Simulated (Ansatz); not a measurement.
Input file for Ansatz (a program for electronic structure): R-PBE0/def2-TZVPP on B2H4O5 (SMILES OB(O)OB(O)O).

Ansatz 0.2 input:
```yaml
crystal:
  periodic: [false, false, false]
  atoms:
    - {symbol: O, position_ang: [-1.08060494, -0.10525569, -1.48385635]}
    - {symbol: B, position_ang: [-0.79756946, -0.79052468, -0.33342335]}
    - {symbol: O, position_ang: [-1.58272530, -1.77460988, 0.20372030]}
    - {symbol: O, position_ang: [0.37283823, -0.52053443, 0.31714079]}
    - {symbol: B, position_ang: [1.02557920, 0.65737054, 0.55474241]}
    - {symbol: O, position_ang: [2.37099978, 0.65359353, 0.80793437]}
    - {symbol: O, position_ang: [0.33836566, 1.83318396, 0.58417545]}
    - {symbol: H, position_ang: [-1.92489189, -0.31464899, -1.89597269]}
    - {symbol: H, position_ang: [-2.38087189, -1.97967390, -0.29342449]}
    - {symbol: H, position_ang: [2.73872835, -0.23735573, 0.76226125]}
    - {symbol: H, position_ang: [0.92005226, 2.57845527, 0.77660231]}
basis:
  gaussian:
    orbitals: def2-TZVPP
hamiltonian:
  xc: {name: PBE0}
scf: {lower_state_search: off}
```

The log:

```
WARN ansatz: RAYON_NUM_THREADS=8 ignored (pool sized by the plan → 8); use --threads N
Functional definition: PBE0
these checks for a lower state are left out or cut short: stability, starts, cluster_reference, orbital_swaps, neighbouring_geometries, increment
integrals: 0.20 GiB planned
1329 factors; their error is unknown
mean field: 1.80 GiB planned
mean field evaluation 1: about -11639.2370 eV, gradient 9.8e1 eV
mean field evaluation 2: about -11625.7730 eV, gradient 1.3e2 eV
mean field evaluation 4: about -11653.8983 eV, gradient 2.9e0 eV
mean field evaluation 8: about -11653.9121 eV, gradient 3.3e-2 eV
mean field evaluation 16: about -11653.9421 eV, gradient 3.9e-5 eV
mean field -11653.94205353 eV, -428.2744711416 hartree, gradient 6.2e-6 eV, S^2 0.000000; 0 other end points of the search recorded, 0 dependent functions left out
reference -11653.94208773 eV, -428.2744723984 hartree; 27, 27 occupied and 246, 246 virtual orbitals, 1329 factors
Total energy: -11653.94208773 eV, -428.2744723984 hartree
Checks for a lower state left out: stability, starts, cluster_reference, orbital_swaps, neighbouring_geometries, increment
```

The calculation finished and met its thresholds.

Cost: very roughly 8 core-seconds.
